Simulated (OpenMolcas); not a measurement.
A calculation on B+.

```
Program             : OpenMolcas 26.06
Method              : CASSCF
Basis               : ANO-RCC-VQZP [5s4p3d2f1g]
Scalar Hamiltonian  : DKH2, point nucleus
Active space        : 2 electrons in 8 orbitals (2s 2p 3s 3p)
State averaging     : 2S+1 = 3 even, 3 roots; 2S+1 = 1 even, 6 roots kept (CI in the orbitals of an earlier block); 2S+1 = 3 odd, 3 roots; 2S+1 = 1 odd, 3 roots kept (CI in the orbitals of an earlier block)
Spin-orbit coupling : RASSI with atomic mean-field integrals over the reference wave functions, term energies averaged over their components
```

Problem. Which level of the active space comes out lowest?

Solution. 2s² ¹S₀, with 100 % of that term; it is also the measured ground level.

Problem. How high does 2p² ³P₁ lie?

Solution. 100395 cm⁻¹ above the lowest level; measured 98920 cm⁻¹ above the ground level, so the calculation is off by +1 %.

Problem. How high does 2s 2p ¹P°₁ lie?

Solution. 83763 cm⁻¹ above the lowest level; measured 73397 cm⁻¹ above the ground level, so the calculation is off by +14 %.

Problem. How high does 2s 2p ³P°₀ lie?

Solution. 38058 cm⁻¹ above the lowest level; measured 37336 cm⁻¹ above the ground level, so the calculation is off by +2 %.

Measured values: NIST Handbook of Basic Atomic Spectroscopic Data.

Without dynamic correlation excited terms often stand tens of per cent too high (terms of higher spin than the ground term too low), and those without a measured partner can miss by more than the paired ones. Terms from blocks run as CI alone lack orbitals of their own. Active for correlation alone: 3p 3s; no level in the range computed is led by a configuration that fills them, so any true level of that kind is missing. Computed and measured levels are paired by configuration, term and J; levels that our copy of the source lacks, or whose pairing is in doubt (as where it misses far off the trend of its configuration), stay unpaired and out of the deviations. Levels of configurations outside the active space are missing.

° marks odd parity.
